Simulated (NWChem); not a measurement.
**Dipole moment of CH₃Li**

SMILES: [Li][CH3]
```xyz
5

Li     0.9287    -1.2907     0.0000
C     -0.2231     0.3101     0.0000
H     -0.8949     0.3739     0.8799
H     -0.8949     0.3739    -0.8799
H      0.3422     1.2640     0.0000
```
Charge 0, spin multiplicity 1.

The numbers come from NWChem runs, not from measurements. Structure: optimised with PBE0/def2-SVP, a minimum by its harmonic frequencies.

Basis set: def2-SVPD. The CCSD dipole comes from the Λ equations, without orbital relaxation.

```tsv
method	dipole moment (D)	difference from CCSD
HF	6.04	+0.14
PBE	5.49	-0.41
BHandHLYP	5.84	-0.06
B3LYP	5.66	-0.23
CCSD	5.89	0.00
```

The values span 0.55 D, from PBE (lowest) to HF (highest). 

The correlated methods keep 1 core orbital frozen. B3LYP has NWChem's definition, with VWN1-RPA local correlation. The structure started from a generated list of species. Coupled-cluster values serve here as a point of comparison, not as the truth.
